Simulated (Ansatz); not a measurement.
Reaction (redistribution): `C[CH2][AlH][SeH]` + `C[O][Mg][OH]` → `C[O][AlH][SeH]` + `C[CH2][Mg][OH]`

Isolated molecules relaxed with PBE0-D4/def2-TZVP in Ansatz; ΔE leaves out vibrations. CBS: MP2 limit from def2 TZ/QZ plus the TZ coupled-cluster correction, frozen cores. For Mg, Se outer-core shells are correlated without core-valence functions, which leaves a few kJ/mol of doubt a bond. Scalar relativity is left out up to krypton. Each species was taken in one conformer, which may not be the lowest.

| species | MP2/def2-TZVPP energy (Eh) |
| --- | --- |
| `C[CH2][AlH][SeH]` | -2722.36439 |
| `C[O][Mg][OH]` | -390.54693 |
| `C[O][AlH][SeH]` | -2758.31218 |
| `C[CH2][Mg][OH]` | -354.59895 |

Question: Work out ΔE.

Answer: ΔE = (-2758.31218) + (-354.59895) − (-2722.36439) − (-390.54693) = 0.00019 Eh = +0.5 kJ/mol. CCSD(T)/CBS gives +1.2 kJ/mol.

Largest T1 diagnostic among the species: 0.011.

From PBE to PBE0 (25 % exact exchange), in def2-TZVPP and without D4, ΔE moves by +3.5 kJ/mol.
